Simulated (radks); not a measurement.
Values are calculated unless marked as measured or tabulated.
All-electron atom: the oxygen ion O+ in [He] 2s1 2p3 3p1 (not the ground configuration). Level of theory: Dirac Kohn-Sham, PBE, spin-unpolarised, spherical densities, finite nucleus; open shells fill j = l - 1/2 first; Fermi nuclear charge, rms radius 2.6991 fm (a radial shooting solver on a logarithmic mesh with Libxc functionals).

Unscreened Slater integrals over Kohn-Sham orbitals (hartree). Large and small components are both included. Empty in this configuration: 3s1/2.

F0(3p1/2,3p1/2): 0.22427
F0(3p1/2,2p3/2): 0.30137
G2(3p1/2,2p3/2): 0.020787
F0(3p1/2,2p1/2): 0.30141
G0(3p1/2,2p1/2): 0.021174
F0(3p1/2,2s1/2): 0.29988
G1(3p1/2,2s1/2): 0.017618
F0(3p1/2,3s1/2): 0.23862
G1(3p1/2,3s1/2): 0.15849
F0(2p3/2,2p3/2): 0.90248
F2(2p3/2,2p3/2): 0.41541
F0(2p3/2,2p1/2): 0.90300
G2(2p3/2,2p1/2): 0.41547
F0(2p3/2,2s1/2): 0.88423
G1(2p3/2,2s1/2): 0.53819
F0(2p3/2,3s1/2): 0.33754
G1(2p3/2,3s1/2): 0.025497
F0(2p1/2,2p1/2): 0.90353
F0(2p1/2,2s1/2): 0.88469
G1(2p1/2,2s1/2): 0.53825
F0(2p1/2,3s1/2): 0.33758
G1(2p1/2,3s1/2): 0.025485
F0(2s1/2,2s1/2): 0.87458
F0(2s1/2,3s1/2): 0.33665
G0(2s1/2,3s1/2): 0.019782
F0(3s1/2,3s1/2): 0.25675
